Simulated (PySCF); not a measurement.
C5H6Se, SMILES C1(C=C)C[Se]C=1. Geometry: B3LYP-D3(BJ)/def2-SVP. The structure was generated by enumeration, and PubChem lists no compound with its InChIKey, so it may never have been made. One conformer was computed; it need not be the lowest.

Computed equilibrium geometry at B3LYP-D3(BJ)/def2-SVP (PySCF confirms it by a frequency run) as bond lengths and angles, and its point group (one conformer of several):
point group Cs.
Atoms: C1 C2 C3 C4 Se5 C6 H7 H8 H9 H10 H11 H12. Bonded distances (Å): C1–C2 1.345, C1–H7 1.094, C1–H8 1.092, C2–C3 1.448, C2–H9 1.096, C3–C4 1.355, C3–C6 1.512, C4–Se5 1.917, C4–H10 1.091, Se5–C6 2.015, C6–H11 1.099, C6–H12 1.099. Bond angles (°): C2–C1–H7 121.5, C2–C1–H8 121.5, H7–C1–H8 117.0, C1–C2–C3 124.9, C1–C2–H9 119.5, C3–C2–H9 115.6, C2–C3–C4 130.3, C2–C3–C6 127.3, C4–C3–C6 102.4, C3–C4–Se5 98.7, C3–C4–H10 132.4, Se5–C4–H10 128.9, C4–Se5–C6 69.3, C3–C6–Se5 89.6, C3–C6–H11 115.7, C3–C6–H12 115.7, Se5–C6–H11 111.7, Se5–C6–H12 111.7, H11–C6–H12 110.8.
